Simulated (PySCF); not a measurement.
Dipole moment and polarisability of `C#C[C@H](C#N)c1cnc[se]1`

Compound: C7H4N2Se.
Geometry (PBE0-D3(BJ)/def2-SVP, Å), atoms numbered from 1 in this order:
```
atom  x, y, z in Å
C1    -2.4690    0.1569    1.8200
C2    -1.8229    0.2363    0.8020
C3    -1.0275    0.3615   -0.4242
C4    -1.4156   -0.6626   -1.4042
N5    -1.7163   -1.4593   -2.1856
C6     0.4632    0.3238   -0.1702
C7     1.4101   -0.3982   -0.8418
N8     2.7131   -0.2423   -0.4625
C9     2.8600    0.5939    0.5070
Se10   1.2730    1.3610    1.1460
H11   -3.0458    0.0786    2.7236
H12   -1.2807    1.3350   -0.8881
H13    1.1696   -1.0885   -1.6540
H14    3.8245    0.8501    0.9538
```

Level: PBE0/def2-SVPD (PySCF), static field, nuclei fixed, core orbitals frozen in the response. The polarisability tensor in these axes (au):

```
x   127.45   4.14  -4.48
y     4.14  90.85  23.15
z    -4.48  23.15 111.59
```

Task: Diagonalise the tensor; give its mean and Δα, where Δα² is half the sum of the squared differences of the eigenvalues.

Result: Principal values 75.18, 125.67 and 129.03 au; mean 109.96 au = 16.29 Å³ = 18.13 × 10⁻⁴⁰ C²·m²/J; Δα = 52.25 au (48 % of the mean).

Task: What is the dipole moment, and where does it point?

Result: (0.02, 3.24, 3.24) D, 4.59 D in size, pointing from the negative to the positive side. Measured along this direction, the outermost atoms are N5 at the negative end and H11 at the positive end.

Task: Form Σ f/ω² (atomic units) for the 6 lowest TDDFT singlets, given as eV and f, and set it beside the mean polarisability, which is this sum over all singlets: 4.90, 0.0004; 5.28, 0.0534; 5.34, 0.0216; 5.65, 0.0774; 5.83, 0.0014; 6.20, 0.0388.

Result: They add up to 4.56 au, 4.2 % of the 109.96 au; the largest single term is 1.79 au, from the state at 5.65 eV. Terms in order: 0.01, 1.42, 0.56, 1.79, 0.03, 0.75 au. Higher excitations give the rest. The strengths listed sum to 0.193.

Task: Directions of the eigenvectors, and the extent of the frame along each?

Result: Largest value along (0.85, -0.20, -0.49), where the nuclei span 6.53 Å; middle along (0.52, 0.52, 0.68), 6.20 Å; least along (-0.11, 0.83, -0.54), 2.81 Å. The response follows the extents in order.

Task: How large is μ²/3kT at 350 K beside α?

Result: In Gaussian units μ²/3kT = 145.08 Å³ against 16.29 Å³, a ratio of 8.90; the Debye molar polarisation (4π/3)N_A(α + μ²/3kT) is 407.1 cm³/mol, leaving out the vibrational part.

Task: Find the Langevin capture rate constant for NO+ (29.998 u) meeting this molecule (195.954 u), k = 2.342 × 10⁻⁹ cm³/s × √(α in Å³ / reduced mass in u).

Result: The reduced mass is 26.02 u, so k = 1.85 × 10⁻⁹ cm³/s. The formula leaves out the permanent dipole, which adds to the capture rate.

The structure is a single PBE0-D3(BJ)/def2-SVP conformer in the gas phase; no vibrational or solvent corrections. The calculation is non-relativistic, for selenium too.
